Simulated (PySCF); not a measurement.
## Al4P4H8

Al4P4H8 is a molecule, neutral, singlet. The structure was relaxed in the gas phase by PBE0-D3(BJ)/def2-SVP. No frequency run checks that it is a minimum.

SMILES: [AlH-]12[PH+]3[AlH-]4[PH+]1[AlH-]1[PH+]2[AlH-]3[PH+]41

Coordinates in Å:
```
Al1     0.796   -1.834   -0.696
P2      1.875    0.329   -0.816
Al3     1.280    0.811    1.480
P4      0.161   -1.333    1.585
Al5    -1.912   -0.337    0.835
P6     -1.255   -0.795   -1.448
Al7    -0.164    1.359   -1.616
P8     -0.782    1.796    0.682
H9      1.394   -3.203   -1.221
H10     3.158    0.552   -1.369
H11     2.242    1.415    2.583
H12     0.257   -2.240    2.667
H13    -3.345   -0.587    1.462
H14    -2.113   -1.338   -2.434
H15    -0.285    2.375   -2.824
H16    -1.320    3.018    1.152
```

Shieldings: GIAO PBE0/pcSseg-1. Shifts are against computed references at the same level: H TMS (σ 31.27 ppm). Core levels by delta-SCF with SCAN, pcX-2 on the ionised atom and pcseg-1 elsewhere, spin-free X2C (2p3/2 is the spin-free 2p value less a third of a first-order spin-orbit splitting); from the vacuum level, for chosen atoms.

(1) Give the NMR and core-level values of the distinct atoms.

(2) By CAM-B3LYP/def2-SVPD (TDDFT singlets, Tamm-Dancoff triplets, ionisation by delta-SCF), where does absorption start, and what does vertical ionisation take?

## Answers

(1) 
| atoms | bonded to | σ (ppm) | δ (ppm) | core level (eV) |
| --- | --- | --- | --- | --- |
| Al1 Al3 Al5 Al7 | 3 P + 1 H | 421.9 | - | 2p3/2 79.77 |
| P2 P4 P6 P8 | 3 Al + 1 H | 540.7 | - | 2p3/2 135.19 |
| H9 H11 H13 H15 | 1 Al | 25.93 | 5.34 | - |
| H10 H12 H14 H16 | 1 P | 27.72 | 3.55 | - |

Values are those of this one static structure; atoms that internal rotation interchanges would show their mean in an NMR spectrum.

(2) The lowest singlet lies at 4.12 eV (f 0.000), the lowest triplet at 3.80 eV; vertical ionisation takes 8.48 eV.

The 3 runs behind this took 4.8 min in all, one thread each of Arm Neoverse V2 on a shared host, launched as `OMP_NUM_THREADS=1 python cluster_run.py task.json out`.
